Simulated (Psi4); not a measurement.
C$_{2}$H$_{5}$Be, charge +1, singlet, geometry from GFN2-xTB (such geometries of metal compounds can be far from the true shape); BHHLYP/def2-SVP in Psi4.

Psi4 was given this input:
```
memory 2 GB

molecule mol {
1 1
Be    1.252438    1.078286    1.027381
C     0.443726   -0.094257    0.159061
C    -0.930215   -0.255169   -0.528262
H     0.515356   -0.967602    0.851500
H     1.187142   -0.325079   -0.641807
H    -1.069288    0.482142   -1.310036
H    -1.741374   -0.160669    0.183938
H    -0.982659   -1.245378   -0.977912
}

set {
  basis def2-svp
  reference rks
}

energy('bhhlyp')
print_variables()
```

Task: What does Psi4 print? Leave out banner, timings and long lists.

Result: 
```
   => Loading Basis Set <=

    Name: DEF2-SVP
    Role: ORBITAL
    Keyword: BASIS

         ---------------------------------------------------------
                                   SCF
               by Justin Turney, Rob Parrish, Andy Simmonett
                          and Daniel G. A. Smith
                              RKS Reference
         ---------------------------------------------------------

  ==> Geometry <==

    Molecular point group: c1
    Full point group: C1

    Geometry (in Angstrom), charge = 1, multiplicity = 1:

       Center              X                  Y                   Z               Mass
    ------------   -----------------  -----------------  -----------------  -----------------
         BE           1.164605309562     0.991806240829     0.950658445796     9.012183065000
         C            0.355893309562    -0.180736759171     0.082338445796    12.000000000000
         C           -1.018047690438    -0.341648759171    -0.604984554204    12.000000000000
         H            0.427523309562    -1.054081759171     0.774777445796     1.007825032230
         H            1.099309309562    -0.411558759171    -0.718529554204     1.007825032230
         H           -1.157120690438     0.395662240829    -1.386758554204     1.007825032230
         H           -1.829206690438    -0.247148759171     0.107215445796     1.007825032230
         H           -1.070491690438    -1.331857759171    -1.054634554204     1.007825032230

  Running in c1 symmetry.

  Rotational constants: A =      1.76358  B =      0.29171  C =      0.27586 [cm^-1]
  Rotational constants: A =  52870.80861  B =   8745.19011  C =   8270.16264 [MHz]
  Nuclear repulsion =   52.202601088391305

  Charge       = 1
  Multiplicity = 1
  Electrons    = 20
  Nalpha       = 10
  Nbeta        = 10

  ==> Algorithm <==

  SCF Algorithm Type is DF.
  DIIS enabled.
  MOM disabled.
  Fractional occupation disabled.
  Guess Type is SAD.
  Energy threshold   = 1.00e-06
  Density threshold  = 1.00e-06
  Integral threshold = 1.00e-12

  ==> Primary Basis <==

  Basis Set: DEF2-SVP
    Blend: DEF2-SVP
    Number of shells: 32
    Number of basis functions: 62
    Number of Cartesian functions: 64
    Spherical Harmonics?: true
    Max angular momentum: 2

  ==> DFT Potential <==

   => LibXC <=

    Version 7.1.2
    S. Lehtola, C. Steigemann, M. J. T. Oliveira, and M. A. L. Marques,  SoftwareX 7, 1–5 (2018) (10.1016/j.softx.2017.11.002)

[...]
   @DF-RKS iter   5:   -93.47090968392369   -1.79002e-04   8.01311e-05 DIIS
   @DF-RKS iter   6:   -93.47093020068647   -2.05168e-05   3.53449e-05 DIIS
   @DF-RKS iter   7:   -93.47093388270639   -3.68202e-06   7.30222e-06 DIIS
   @DF-RKS iter   8:   -93.47093446463931   -5.81933e-07   2.00621e-06 DIIS
   @DF-RKS iter   9:   -93.47093450199262   -3.73533e-08   4.24143e-07 DIIS
  Energy and wave function converged.

  ==> Post-Iterations <==

   Electrons on quadrature grid:
      Ntotal   =   19.9999933093 ; deviation = -6.691e-06

    Orbital Energies [Eh]
    ---------------------

    Doubly Occupied:

[...]
      10A     -0.551090

    Virtual:

[...]
      62A      2.982867

    Final Occupation by Irrep:
              A
    DOCC [    10 ]
    NA   [    10 ]
    NB   [    10 ]

  @DF-RKS Final Energy:   -93.47093450199262

   => Energetics <=

    Nuclear Repulsion Energy =             52.2026010883913045
    One-Electron Energy =                -223.2097482064910139
    Two-Electron Energy =                  85.4545388423061354
    DFT Exchange-Correlation Energy =      -7.9183262261990430
    Empirical Dispersion Energy =           0.0000000000000000
    VV10 Nonlocal Energy =                  0.0000000000000000
    Total Energy =                        -93.4709345019926161

Computation Completed

Properties will be evaluated at   0.000000,   0.000000,   0.000000 [a0]

Properties computed using the SCF density matrix

 Multipole Moments:

 ------------------------------------------------------------------------------------
     Multipole            Electronic (a.u.)      Nuclear  (a.u.)        Total (a.u.)
 ------------------------------------------------------------------------------------

 L = 1.  Multiply by 2.5417464519 to convert [e a0] to [Debye]
 Dipole X            :          5.7237453           -3.4855838            2.2381615
 Dipole Y            :          5.1632853           -3.4318805            1.7314048
 Dipole Z            :          4.7965150           -3.0446750            1.7518400
 Magnitude           :                                                    3.3280735

 ------------------------------------------------------------------------------------

  Variable Map:
  ----------------------------------------------------------------------------
[...]
  Array Variable Map:
  ----------------------------------------------------------------------------
[...]
[...]
```
